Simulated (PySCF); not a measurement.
Cr(2+) (chromium, charge +2) across methods

[Ar] 3d4, high-spin 5D determinant. Computed with PySCF 2.14 in aug-cc-pVTZ (8s7p5d3f2g, 93 functions), with the non-relativistic Hamiltonian (point nucleus). The B2PLYP total includes its PT2 part (frozen core); its orbital energies are those of the SCF part.

```tsv
method	E (hartree)	mean ε 3p α (eV)	mean ε 3p β (eV)	mean ε 3d α (eV)	Σ⟨r²⟩ (bohr²)	⟨S²⟩
LDA	-1041.281	-67.470	-63.612	-24.464	16.62	6.000
UHF	-1042.58284	-83.320	-73.000	-32.635	16.16	6.001
PBE0	-1043.372	-71.687	-66.231	-26.547	16.43	6.000
LC-wPBE	-1043.395	-73.369	-68.930	-29.320	16.48	6.000
r2SCAN	-1043.547	-69.226	-64.118	-24.608	16.41	6.001
B2PLYP	-1043.327	-75.943	-68.829	-28.764	16.34	6.001
revPBE	-1043.464	-67.476	-63.428	-24.231	16.58	6.000
PBE	-1043.322	-67.522	-63.493	-24.309	16.60	6.000
```

(1) Estimate the same row for M06-2X.

Results:

(1) E (hartree) = -1043.545; mean ε 3p α (eV) = -75.068; mean ε 3p β (eV) = -69.016; mean ε 3d α (eV) = -28.672; Σ⟨r²⟩ (bohr²) = 16.30; ⟨S²⟩ = 6.001.
